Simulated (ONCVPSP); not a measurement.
Pseudopotentials across the periodic table

Generated with ld1.x 7.5 (TM, RRKJ, ultrasoft, PAW), atompaw 4.2 or ONCVPSP 4.0.1. The cutoff is in Ry: for ld1.x and atompaw files where the sum of valence levels is converged to 10 mRy in a Bessel basis, for ONCV files where the hardest occupied wave has 1 mHa per electron of residual kinetic energy. The error is the largest all-electron minus pseudo excitation energy over each file’s own four to seven test configurations (ionisations up to +4, promotions, holes and added fractions of an electron), all of which were solved. The labels leave out finer settings (local radius, basis sizes, second energies), which also bear on the numbers. Spin-polarised tests are not counted. The rows are a selection from randomly drawn settings: files with unsolved tests, undetermined cutoffs or missed reference levels are left out.

A true bound ghost makes a file unfit for plane-wave use even where its test errors are small: the radial tests pick states by their node count and pass the ghost by.

```tsv
element	potential	cutoff (Ry)	largest error (meV)	bound ghosts
Li	ONCV, PBE, fully relativistic, rc 1.05/0.85/0.85 (spd), local smoothed, core correction no, reference 1s2 2s1, qcut 8.6/9.6/11.9, projectors 2/1/1	74	+925	none
Be	ONCV, LDA (Perdew-Wang 92), scalar-relativistic, rc 1.95/1.80 (sp), local smoothed, core correction yes, reference 2s2, qcut 3.9/5.5, projectors 1/1	11	-5.6	none
Be	ONCV, PBE, scalar-relativistic, rc 0.85/0.90 (sp), local smoothed, core correction no, reference 1s2 2s1, qcut 13.3/8.1, projectors 2/2	135	+2.0	none
Nb	ONCV, Wu-Cohen, scalar-relativistic, rc 1.80/1.30/1.95 (spd), local smoothed, core correction yes, reference 4s2 4p6 4d2, qcut 7.6/5.3/8.2, projectors 2/2/2	296	-122	s
Ru	ONCV, PBEsol, scalar-relativistic, rc 1.60/1.35/1.60 (spd), local smoothed, core correction yes, reference 4s2 4p6 4d7 5s1, qcut 8.2/10.7/6.2, projectors 3/2/2	84	-1.9	none
Ag	ONCV, LDA (Perdew-Zunger), scalar-relativistic, rc 1.50/1.15/1.65/1.50 (spdf), local smoothed, core correction yes, reference 4s2 4p6 4d10 5s1, qcut 10.2/6.1/8.6/7.9, projectors 3/2/2/1	237	-4.1	none
I	ONCV, PBE, fully relativistic, rc 1.75/1.40/0.95 (spd), local smoothed, core correction yes, reference 4p6 4d10 5s2 5p4.75, qcut 3.2/12.1/11.2, projectors 2/3/2	112	-0.9	s
La	ONCV, PBE, scalar-relativistic, rc 2.45/2.10/3.00/3.30 (spdf), local smoothed, core correction yes, reference 5s2 5p6 5d1.5 6s1.5, qcut 6.1/3.6/6.1/3.5, projectors 2/3/2/1	27	-17	none
```

**Question.** Fill in the row for Hf: ONCV, PW91, fully relativistic, rc 1.50/2.15/2.60/2.30 (spdf), local smoothed, core correction yes, reference 5s2 5p6 5d2 6s1, qcut 6.9/6.6/5.9/5.3, projectors 2/3/1/2.

**Answer.** cutoff 42 Ry, largest error -61 meV, bound ghosts: f7/2, f5/2.

**Question.** Fill in the row for Mn: ONCV, PBE, scalar-relativistic, rc 1.50/0.85/1.00 (spd), local smoothed, core correction yes, reference 3s2 3p6 3d5 4s2, qcut 8/10.2/10.6, projectors 2/3/2.

**Answer.** cutoff 169 Ry, largest error -13 meV, bound ghosts: none.
